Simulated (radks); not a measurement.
Results of a calculation; reference values are marked as such.
Question: Code: a radial shooting solver on a logarithmic mesh with Libxc functionals. Model: scalar-relativistic Kohn-Sham, exchange-only LDA, spin-polarised, spherical densities, finite nucleus; open shells are filled with parallel spins first (spin-orbit coupling, left out, can overturn this in heavy ions); Fermi nuclear charge, rms radius of each element as measured or else 0.836 A^(1/3) + 0.57 fm. Response by self-consistent Sternheimer equations with the Hartree and adiabatic exchange-only LDA kernel, the relativistic mass of each level held fixed and spin-orbit coupling left out. For heavy and open-shell atoms this level of theory can miss by tens of per cent. Estimate the static dipole polarisabilities of V ([Ar] 3d3 4s2) and Sc+ ([Ar] 3d1 4s1) and the C6 coefficients of the three pairs.

Answer: alpha = 96.80 and 55.76 bohr^3; C6 = 1035 (V-V), 622.0 (V-Sc+), 374.5 (Sc+-Sc+) hartree bohr^6.
